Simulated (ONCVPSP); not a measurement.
# manganese (Mn), ONCV: configuration errors across variants

```
Element                 : manganese (Mn)
Generator               : ONCVPSP 4.0.1
Type                    : optimised norm-conserving Vanderbilt (ONCV)
Functional              : PBEsol
Relativity              : scalar-relativistic
Frozen core             : [Ne]
Valence charge          : 15
Reference configuration : 3s2 3p6 3d5 4s2
Partial waves           : 3s+4s: rc 1.40 bohr, ncon 3, nbas 6, qcut 9.4 1/bohr, 2 projectors; 3p: rc 1.45 bohr, ncon 4, nbas 8, qcut 9.3 1/bohr, 2 projectors, debl 1.9 Ha; 3d: rc 1.45 bohr, ncon 4, nbas 8, qcut 9.6 1/bohr, 1 projector
Local potential         : polynomial inside 1.25 bohr (lpopt 5, dvloc0 0 Ha)
Core correction         : Teter function fitted to the true core (icmod 2), fcfact 0.2
```

In the p channel the program set the typed energies aside and used -2.002, 0.250 Ha.

All-electron excitation energies from the reference (eV): (1) 3s2 3p6 3d5 4s1 8.433; (2) 3s2 3p6 3d5 4s0 23.945; (3) 3s2 3p6 3d4 4s0 56.425; (4) 3s1 3p6 3d5 4s2 93.274.

Errors AE − PS in meV (a dash: test not solved or not reliable):

```tsv
change	(1)	(2)	(3)	(4)	bound ghosts	GHOST(+) flags above zero
base	+0.2	+2.1	-7.4	-297	none	s
p: qcut 10.3	+0.2	+2.1	-7.0	-294	none	s
local potential polynomial inside 1.20 bohr (lpopt 5, dvloc0 0 Ha)	+0.2	+2.1	-5.8	-291	none	none
local potential polynomial inside 1.25 bohr (lpopt 5, dvloc0 3 Ha)	+0.2	+2.1	-13	-305	none	none
s: rc 1.66	-0.1	+0.8	-8.0	-449	none	none
core correction polynomial model core, fcfact 0.2	+0.2	+2.0	-7.4	-297	none	s
d: nbas 7	+0.2	+1.9	-7.6	-291	none	s
s: qcut 10.4; p: qcut 10.3; d: qcut 10.7	-0.1	+1.7	-6.1	-229	none	s
```

(1) Give the same row for: s: ncon 5, nbas 8.

Answers

(1) +0.2, +2.5, -5.8, -224; bound ghosts: none; GHOST(+) flags above zero: none.
